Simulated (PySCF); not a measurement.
How the method changes the constants of GaC

State: ⁴Σ⁻ (quartet), unpaired electrons σ ↑, π ↑↑. Set-up: basis Ga def2-SVPD, C def2-SVPD; no relativity; PySCF 2.14. De refers to Ga + C in their high-spin ground configurations, without counterpoise correction. The functionals are run spin-unrestricted. A positive dipole means Ga(−)C(+).

```json
{"Level": "UHF", "Re (Å)": "2.035", "ωe (cm⁻¹)": "549", "De (eV)": "2.35", "μ (D)": "-1.59", "CPU s a point (SCF and correlation, without the integrals)": "0.25"}
{"Level": "UHF-MP2", "Re (Å)": "2.019", "ωe (cm⁻¹)": "551", "De (eV)": "3.04", "μ (D)": "n/a", "CPU s a point (SCF and correlation, without the integrals)": "0.37"}
{"Level": "UHF-SCS-MP2", "Re (Å)": "2.024", "ωe (cm⁻¹)": "547", "De (eV)": "2.76", "μ (D)": "n/a", "CPU s a point (SCF and correlation, without the integrals)": "n/a"}
{"Level": "UHF-CCSD", "Re (Å)": "2.018", "ωe (cm⁻¹)": "547", "De (eV)": "2.90", "μ (D)": "n/a", "CPU s a point (SCF and correlation, without the integrals)": "n/a"}
{"Level": "UHF-CCSD(T)", "Re (Å)": "2.017", "ωe (cm⁻¹)": "545", "De (eV)": "3.00", "μ (D)": "n/a", "CPU s a point (SCF and correlation, without the integrals)": "12"}
{"Level": "PBE", "Re (Å)": "2.011", "ωe (cm⁻¹)": "532", "De (eV)": "3.61", "μ (D)": "-2.04", "CPU s a point (SCF and correlation, without the integrals)": "0.85"}
{"Level": "TPSS", "Re (Å)": "2.014", "ωe (cm⁻¹)": "533", "De (eV)": "3.46", "μ (D)": "-1.97", "CPU s a point (SCF and correlation, without the integrals)": "1.2"}
{"Level": "r²SCAN", "Re (Å)": "1.997", "ωe (cm⁻¹)": "553", "De (eV)": "3.49", "μ (D)": "-1.83", "CPU s a point (SCF and correlation, without the integrals)": "1.2"}
{"Level": "TPSSh", "Re (Å)": "2.011", "ωe (cm⁻¹)": "540", "De (eV)": "3.38", "μ (D)": "-1.97", "CPU s a point (SCF and correlation, without the integrals)": "1.4"}
{"Level": "r²SCANh", "Re (Å)": "1.997", "ωe (cm⁻¹)": "557", "De (eV)": "3.41", "μ (D)": "-1.84", "CPU s a point (SCF and correlation, without the integrals)": "1.3"}
{"Level": "PBE0", "Re (Å)": "2.004", "ωe (cm⁻¹)": "550", "De (eV)": "3.37", "μ (D)": "-2.03", "CPU s a point (SCF and correlation, without the integrals)": "1.4"}
{"Level": "ωB97X", "Re (Å)": "2.006", "ωe (cm⁻¹)": "555", "De (eV)": "3.26", "μ (D)": "-2.02", "CPU s a point (SCF and correlation, without the integrals)": "1.1"}
```

Which functional lies closest to UHF-CCSD(T) in De, which farthest, and by how much do they differ from it?

Closest is ωB97X (-1.1 pm in Re, +1.8 % in ωe, +0.26 eV in De against UHF-CCSD(T) in the same basis), farthest PBE (-0.6 pm in Re, -2.4 % in ωe, +0.61 eV in De). CCSD(T) converges more slowly with the basis than the functionals do and binds too weakly in this one, so the order can change at the basis-set limit.

What does the step from GGA to meta-GGA do here, going from PBE to r²SCAN?

r²SCAN less PBE: -1.4 pm in Re, +3.9 % in ωe, -0.12 eV in De. 

What does second-order correlation do here, going from UHF to UHF-MP2?

UHF-MP2 less UHF: -1.6 pm in Re, +0.4 % in ωe, +0.69 eV in De. Correlation nearly always deepens the well. The bond shortens, as in weak, metallic or heavy-atom bonds, where dispersion and the correlation of outer-core electrons pull the atoms together.

Correlated steps freeze 10 core orbitals. Correlated levels converge slowly with the basis: in double zeta they bind strong bonds too weakly, by up to about 1 eV, and carry superposition errors of some tenths. Spin–orbit coupling is left out. The state is the lowest determinant that a PBE0 search found; another state may lie lower at other levels.

The whole job (state search and all levels along the bond) took about 3.9 min on 1 thread of Arm Neoverse V1 (shared host), peak memory 0.75 GiB.
